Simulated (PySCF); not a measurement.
# Eu⁵⁶⁺: ionisation energy

Eu⁵⁶⁺ [He] 2s2 2p3 (4S) → Eu⁵⁷⁺ [He] 2s2 2p2 (3P), as a difference of total energies. Calculation: PySCF 2.14, in an uncontracted even-tempered set (19 s from 33 bohr⁻², ratio 2.2; 12 p from 43 bohr⁻², ratio 2.2; 5 d from 160 bohr⁻², ratio 2.4; 5 f from 240 bohr⁻², ratio 2.4; 4 g from 360 bohr⁻², ratio 2.4); the spin-free X2C one-electron Hamiltonian (Gaussian nucleus). Correlated levels: nothing frozen; virtual orbitals above 40 to 60 times the deepest correlated orbital energy dropped. The calculations carry no spin-orbit coupling.

```tsv
method	ionisation energy (eV)	difference from reference (eV)
UHF	12008.6	+269.6
LDA	12001.6	+262.6
PBE	12003.4	+264.4
PBE0	12005.0	+266.0
r2SCAN	12009.1	+270.1
BP86	12004.8	+265.8
M06-L	12008.5	+269.5
MP2 (all electrons)	12008.6	+269.6
SCS-MP2 (all electrons)	12008.1	+269.1
```

Reference: 11739 ± 5 eV (theoretical estimate listed by NIST; NIST Atomic Spectra Database, ionization energies).

Spin-orbit coupling is strong in these open shells (close to jj coupling). The scalar numbers leave it out and a first-order estimate fails, so it can dominate the gap to the real levels.

For this ion Breit and QED terms and the two-electron picture change, all absent here, outweigh the differences among the correlated methods.
